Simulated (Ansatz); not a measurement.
Input for Ansatz (a program for electronic structure): R-CCSD(T)/def2-SVP on BiH3O2 (SMILES [OH][BiH][OH]), a point of a torsion scan. Elements past Kr take the def2 small-core potentials; no spin–orbit coupling. The run froze 11 orbitals, filled d shells among them.

Ansatz 0.2 input:
```yaml
crystal:
  periodic: [false, false, false]
  atoms:
    - {symbol: O, position_ang: [-1.62956478, -0.22289508, 0.49258752]}
    - {symbol: Bi, position_ang: [0.41840856, 0.18768190, 0.52628589]}
    - {symbol: O, position_ang: [0.10834685, 2.16306402, -0.02458642]}
    - {symbol: H, position_ang: [-1.98428827, -0.06318260, -0.38099119]}
    - {symbol: H, position_ang: [0.29326255, 0.53344198, 2.26210922]}
    - {symbol: H, position_ang: [-0.54121973, 2.55757353, 0.55424006]}
basis:
  gaussian:
    orbitals: def2-SVP
magnetization: {spin_polarized: false}
correlation: {method: ccsd_t, electrons: outside_noble_gas}
scf: {lower_state_search: off}
```

Task: Predict the final total energy.

Result: -365.3812 hartree (reference determinant -364.8731, T1 diagnostic 0.017).
